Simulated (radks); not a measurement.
The numbers below are computed, except where a source is named.
All-electron atom: Au XXXI in [Kr] 4d10 4f3.

Level of theory: scalar-relativistic Kohn-Sham, PBEsol, spin-polarised, spherical densities, finite nucleus; open shells are filled with parallel spins first (spin-orbit coupling, left out, can overturn this in heavy ions); Fermi nuclear charge, rms radius 5.4371 fm (a radial shooting solver on a logarithmic mesh with Libxc functionals).

Energy parts (eV):
total: -504959.50
kinetic: 566063.51
electron-nucleus: -1202119.07
Hartree: 139642.51
exchange-correlation: -8546.46

Orbitals (lengths in bohr, moments of r in powers of bohr; <r^-3> diverges for s and p1/2):
| orbital | occ. | eigenvalue (eV) | <r^-3> | <1/r> |
|---|---|---|---|---|
| 1s down | 1 | -81780.40 | - | 95.67 |
| 1s up | 1 | -81780.38 | - | 95.67 |
| 2s up | 1 | -15313.74 | - | 22.43 |
| 2s down | 1 | -15313.58 | - | 22.43 |
| 2p up | 3 | -13389.17 | 25460 | 19.97 |
| 2p down | 3 | -13389.04 | 25460 | 19.97 |
| 3s up | 1 | -4433.887 | - | 8.341 |
| 3s down | 1 | -4430.048 | - | 8.348 |
| 3p up | 3 | -3874.720 | 5863 | 7.617 |
| 3p down | 3 | -3870.831 | 5874 | 7.623 |
| 3d up | 5 | -3278.478 | 727.3 | 7.163 |
| 3d down | 5 | -3275.496 | 728.7 | 7.169 |
| 4s up | 1 | -1717.983 | - | 3.777 |
| 4s down | 1 | -1712.416 | - | 3.772 |
| 4p up | 3 | -1522.741 | 1644 | 3.469 |
| 4p down | 3 | -1517.453 | 1637 | 3.463 |
| 4d up | 5 | -1294.248 | 191.8 | 3.204 |
| 4d down | 5 | -1288.993 | 190.8 | 3.198 |
| 4f up | 3 | -1053.031 | 44.03 | 2.944 |
| 4f down | 0 | -1047.052 | 43.90 | 2.939 |

The highest occupied level is 4f up at -1053.0 eV. Summed over all electrons, <r^2> = 4.632 bohr^2, which gives a Langevin (diamagnetic) susceptibility term of -3.67 x 10^-6 cm^3/mol. The density falls to 0.001 e/bohr^3 at r = 1.18 bohr. The electron density at the nucleus is 2.298e+06 e/bohr^3 (large components only).
